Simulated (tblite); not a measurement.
C5H8F3PS.
Numbering: `[CH3:1][CH2:2][CH2:3][P@H:4](=[S:5])[C:6]([F:7])=[C:8]([F:9])[F:10]` (hydrogens: H11, H12, H13 on C1; H14, H15 on C2; H16, H17 on C3; H18 on P4)

Cartesian coordinates in Å at the GFN2-xTB level; atoms count from 1:
```xyz
18
C5H8F3PS angstrom
C     -2.4498    0.5900   -0.0275
C     -1.8448   -0.5963    0.7081
C     -0.3611   -0.3757    0.9789
P      0.5552   -0.1812   -0.6025
S      0.2425   -1.4704   -1.9986
C      2.2959   -0.1761   -0.0092
F      2.6047   -1.0907    0.9227
C      3.2475    0.5313   -0.6082
F      2.9419    1.4263   -1.5379
F      4.5418    0.5207   -0.3608
H     -2.3083    1.5114    0.5347
H     -1.9743    0.6982   -1.0047
H     -3.5149    0.4411   -0.1844
H     -2.3640   -0.7601    1.6545
H     -1.9617   -1.4959    0.0980
H     -0.1915    0.5093    1.5982
H      0.0730   -1.2483    1.4808
H      0.4592    1.1726   -0.9335
```

Computed with GFN2-xTB (tblite): harmonic, unscaled wavenumbers at the GFN2-xTB geometry, gas phase. The method is semi-empirical: single wavenumbers can be off by several per cent or more. Modes of hydrogen on phosphorus can be 10 to 20 % off. One conformer, not necessarily the lowest.

Harmonic wavenumbers (cm⁻¹): 28.1, 56.1, 75.2, 96.8, 121.5, 134.2, 184.0, 188.3, 240.0, 271.2, 297.5, 380.4, 387.0, 447.1, 454.0, 469.9, 624.7, 656.8, 721.7, 775.7, 822.3, 874.0, 894.4, 938.8, 1002.2, 1018.0, 1052.0, 1110.9, 1154.0, 1179.4, 1205.7, 1222.3, 1263.9, 1334.7, 1400.0, 1412.8, 1475.7, 1487.9, 1496.1, 1727.8, 2234.6, 2922.3, 2941.9, 2969.9, 2980.2, 2989.8, 3025.7, 3050.3.

A = 1548, B = 537.2, C = 505.2 MHz; mass 188.004 u (most abundant isotopes); point group C1, symmetry number 1.

Problem. Zero-point energy?

Solution. Half the sum of the wavenumbers: 26899 cm⁻¹ = 76.91 kcal/mol.

Problem. What is S at 350 K and 1 bar for an ideal gas of classical rigid rotors and harmonic oscillators?

Solution. Translation 42.42, rotation 31.49, vibration 46.45: S = 120.4 cal/(mol K).

Problem. And Cp and H(350 K) − H(0)?

Solution. Cp = 48.84 cal/(mol K), of which vibrations give 40.90 (their classical limit is 48 R = 95.4); H(350 K) − H(0) = 10.75 kcal/mol without the zero-point energy, 7.97 from vibrations.

Problem. How do the functions run with temperature in this model?

Solution. 
| T (K) | S (cal/(mol K)) | Cp (cal/(mol K)) | H − H(0) (kcal/mol) | G − H(0) (kcal/mol) | ln q(vib) |
| --- | --- | --- | --- | --- | --- |
| 50 | 64.1 | 16.0 | 0.57 | -2.63 | 1.06 |
| 100 | 77.6 | 23.4 | 1.57 | -6.19 | 2.96 |
| 298.15 | 112.9 | 44.1 | 8.34 | -25.33 | 10.19 |
| 373.15 | 123.6 | 50.9 | 11.91 | -34.20 | 12.67 |
| 500 | 139.9 | 60.6 | 19.00 | -50.93 | 16.63 |
| 750 | 167.1 | 73.8 | 35.94 | -89.42 | 23.75 |
| 1000 | 189.6 | 82.2 | 55.52 | -134.10 | 30.09 |

q(vib) and H(0) count from the zero-point level.

Problem. Blend soft modes into free rotors: weight 1/[1 + (100 cm⁻¹/ν̃)⁴] for the oscillator and the rest for a rotor with moment μB/(μ + B), μ = h/(8π²ν), B = 10⁻⁴⁴ kg m². What vibrational entropy results?

Solution. 41.76 cal/(mol K) in place of 46.45, which changes −T·S at 350 K by +1.64 kcal/mol.

Problem. Which modes carry the vibrational entropy at 350 K?

Solution. 28.1 cm⁻¹: 6.28; 56.1 cm⁻¹: 4.91; 75.2 cm⁻¹: 4.33; 96.8 cm⁻¹: 3.83; 121.5 cm⁻¹: 3.39; 134.2 cm⁻¹: 3.19 cal/(mol K); the other 42 give 20.52 together.

Hindered rotation and anharmonicity are outside this model. Other conformers, if any are populated, would add a mixing term that is left out. The structure is chiral; the term R ln 2 for an equal mix with its mirror image is left out.
